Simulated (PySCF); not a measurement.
NaBe at PBE0

Level: PBE0. PySCF, no relativity, basis sets Na def2-TZVP, Be def2-TZVP.

```json
{
 "state": "⁴Π (quartet), unpaired electrons σ ↑↑, π ↑, a second solution, started from another occupation",
 "bond length": "2.903 Å",
 "harmonic wavenumber": "211 cm⁻¹",
 "force constant": "0.170 mdyn/Å",
 "rotational constant Be": "0.3091 cm⁻¹",
 "anharmonicity ωexe": "3.08 cm⁻¹",
 "vibration–rotation constant αe": "0.00545 cm⁻¹",
 "energy of the minimum from ground-state Na + Be": "1.92 eV",
 "bond order (Mayer)": "0.76",
 "dipole moment (positive dipole means Na(−)Be(+))": "-4.77 D"
}
```
